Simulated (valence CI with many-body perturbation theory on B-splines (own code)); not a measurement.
# Hf⁵⁷⁺ in three bases

Computed by configuration interaction combined with many-body perturbation theory (CI+MBPT): five valence electrons over a frozen Dirac-Fock core [Ne], a basis of 9 s, 9 p, 8 d, 6 f, 3 g, 1 h functions for each j, with the one-electron correlation potential Σ1 (screened to all orders), the two-electron term Σ2, the three-electron term Σ3, Breit, model QED; selected single and double excitations, second order for the rest, scaled by the run's own slope (own B-spline code, finite nucleus).

The last digits are not significant, and no measured levels were compared; by estimate large intervals hold to a few tenths of a per cent, small ones and those within an open d or f shell to about a per cent. Among the levels kept, up to 1100 cm⁻¹ of a level comes from second order outside the variational space, and about a tenth of that is noise between levels of different J, which matters for small intervals.

The reference run has the lowest level (3s^2 3p1/2^2 3p3/2) J=3/2 and an ionisation energy of 5716.39 eV. Its largest variational space holds 20000 state functions.

Levels are named by their leading jj configuration (3d3/2^4 stands for four electrons in 3d with j = 3/2), which in mixed levels can hold well under half, so a name can repeat and another be missing. Letters in brackets count levels of one name in rising energy.

Changed runs:
A. basis 6 s, 6 p, 5 d, 3 f, 1 g
B. basis 5 s, 5 p, 4 d, 2 f

Excitation energies of the reference run in cm⁻¹, and shifts in cm⁻¹:

```
                             Level  Reference       A      B
        (3s^2 3p1/2^2 3d3/2) J=3/2    1787810    +233   +671
        (3s^2 3p1/2 3p3/2^2) J=3/2    2404660    -138   -430
        (3s^2 3p1/2^2 3d5/2) J=5/2    2464620    +312   +892
        (3s^2 3p1/2 3p3/2^2) J=5/2    2497120     +20   +108
        (3s^2 3p1/2 3p3/2^2) J=1/2    2616550     +46   +240
        (3s 3p1/2^2 3p3/2^2) J=5/2    3751360    -143   -395
        (3s 3p1/2^2 3p3/2^2) J=3/2    3985150     -41   -145
        (3s 3p1/2^2 3p3/2^2) J=1/2    3997650     -35    -14
(3s^2 3p1/2 3p3/2 3d3/2) J=5/2 [a]    4173420    +107   +216
(3s^2 3p1/2 3p3/2 3d3/2) J=1/2 [a]    4198460     +15    -21
(3s^2 3p1/2 3p3/2 3d3/2) J=3/2 [a]    4199570     +66   +148
    (3s^2 3p1/2 3p3/2 3d3/2) J=7/2    4269440    +308   +978
            Ionisation energy (eV)    5716.39  -0.041  -0.15
```
